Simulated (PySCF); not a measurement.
## Excitation energy of K by level of theory

K [Ar] 4s1 (2S) → K [Ar] 4p1 (2P), as a difference of total energies. Computed with PySCF 2.14 in aug-cc-pVTZ-X2C, with scalar relativity by spin-free X2C-1e. The calculations carry no spin-orbit coupling.

```
method  excitation energy (cm⁻¹)  error (cm⁻¹)
   UHF                     11462         -1562
   LDA                     12215          -809
   PBE                     11106         -1917
  PBE0                     11264         -1760
r2SCAN                     10906         -2118
 B97-3                     10719         -2304
  BLYP                     11577         -1446
 TPSSh                     10535         -2489
```

Reference: 13024 cm⁻¹ (measured; NIST levels, between the centres of gravity of the two terms).
